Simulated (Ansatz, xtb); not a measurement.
## C5H5ClOS: which of two isomers lies lower

Structure a is `COc1ccc(Cl)s1`, a singlet and structure b is `COc1cscc1Cl`, a singlet. Both are isolated molecules in the gas phase, relaxed with B3LYP/def2-SVP; the shapes shown needn't be the lowest conformers.

a (Å):

```xyz
13

C    -2.6333   -1.8477   -1.7168
C    -1.4129   -0.3489   -0.3795
C    -0.1704   -0.5310   -0.9372
C     0.8324    0.2794   -0.3076
C     0.3326    1.0499    0.7030
Cl    1.1948    2.1589    1.7090
O    -2.6026   -0.9016   -0.6645
S    -1.3898    0.8177    0.9294
H    -1.9822   -2.7122   -1.4961
H    -3.6732   -2.1876   -1.8039
H    -2.3147   -1.3937   -2.6720
H     0.0374   -1.2105   -1.7626
H     1.8836    0.2877   -0.5961
```

b (Å):

```yaml
atoms:
  - { symbol: C, position_ang: [-0.2803, -1.5946, 0.0294] }
  - { symbol: C, position_ang: [0.0208, 0.4926, -1.0206] }
  - { symbol: C, position_ang: [-1.1134, 0.4383, -1.7997] }
  - { symbol: C, position_ang: [0.1773, 2.5422, -2.1533] }
  - { symbol: C, position_ang: [0.7584, 1.7126, -1.2334] }
  - { symbol: Cl, position_ang: [2.2315, 2.0570, -0.3877] }
  - { symbol: O, position_ang: [0.4785, -0.4174, -0.1404] }
  - { symbol: S, position_ang: [-1.2813, 1.8602, -2.7836] }
  - { symbol: H, position_ang: [-0.3598, -2.1638, -0.9148] }
  - { symbol: H, position_ang: [0.2438, -2.2061, 0.7755] }
  - { symbol: H, position_ang: [-1.2987, -1.3697, 0.3958] }
  - { symbol: H, position_ang: [-1.8588, -0.3509, -1.8541] }
  - { symbol: H, position_ang: [0.5375, 3.5134, -2.4854] }
```

Quicker runs give these differences E(b) − E(a): GFN2-xTB −0.109 eV; HF/STO-3G +0.048 eV (at GFN2-xTB geometries); r2SCAN-D4/def2-SVP −0.154 eV (at GFN2-xTB geometries).

Estimate which is lower in electronic energy at CCSD(T)/def2-SVP + ΔMP2/def2-TZVPP, and by roughly how much.

The CCSD(T)/def2-SVP + ΔMP2/def2-TZVPP calculation puts structure b lower, by 0.191 eV.

The same difference at several levels:

| level | geometry | E(b) − E(a) (eV) | departure from the last row (eV) | job, with rough time for the two |
| --- | --- | --- | --- | --- |
| GFN2-xTB | GFN2-xTB | −0.109 | +0.082 | optimisation, 0.42 s |
| HF/STO-3G | GFN2-xTB | +0.048 | +0.238 | single point, 2.3 s |
| r2SCAN-D4/def2-SVP | GFN2-xTB | −0.154 | +0.037 | single point, 12 s |
| B3LYP/def2-SVP | B3LYP/def2-SVP | −0.132 | +0.059 | optimisation, 99 s |
| HF/def2-SVP | B3LYP/def2-SVP | −0.147 | +0.044 | part of the CCSD(T) run |
| MP2/def2-SVP | B3LYP/def2-SVP | −0.160 | +0.031 | part of the CCSD(T) run |
| CCSD(T)/def2-SVP | B3LYP/def2-SVP | −0.148 | +0.042 | single point |
| CCSD(T)/def2-SVP + ΔMP2/def2-TZVPP | B3LYP/def2-SVP | −0.191 |  | single point, 4.1 min |

As drawn, both hold the same kinds of bond in the same numbers.

HF/STO-3G puts the two in the other order. The largest departure from CCSD(T)/def2-SVP + ΔMP2/def2-TZVPP is that of HF/STO-3G, 0.238 eV. The last row adds to CCSD(T) the change of the MP2 difference between the two basis sets, here −0.042 eV.

With thermal terms from frequencies at re-optimised GFN2-xTB minima (ideal gas, soft modes damped towards free rotors, one conformer each, 298.15 K, 1 atm): the zero-point term adds +0.003 eV; ΔH is −0.192 and ΔG −0.183 eV.

The correlated steps freeze 16 core orbitals. Codes used: Ansatz 0.2.0, xtb 6.7.1; the last row on 2 threads of Intel(R) Xeon(R) Processor @ 2.50GHz (Skylake/Cascade Lake) on a shared host.
